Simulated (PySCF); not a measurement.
How methods differ on the excitation energy of S⁺

S⁺ [Ne] 3s2 3p3 (4S) → S⁺ [Ne] 3s2 3p2 4s1 (4P), as a difference of total energies. Calculation: PySCF 2.14, in aug-cc-pV(Q+d)Z (7s6p5d3f2g, 89 functions); the non-relativistic Hamiltonian (point nucleus). Correlated levels: valence: [Ne] frozen. The calculations carry no spin-orbit coupling.

Task: Order these methods by the excitation energy they give, lowest first.
A. UHF
B. MP2 (valence)
C. SCS-MP2 (valence)
D. wB97M-V

Result: D (13.363 eV), A (13.390 eV), C (13.615 eV), B (13.706 eV).

Errors of the correlated levels include the incompleteness of this basis and the frozen core.

For comparison: 13.639 eV (measured; NIST levels, between the centres of gravity of the two terms).
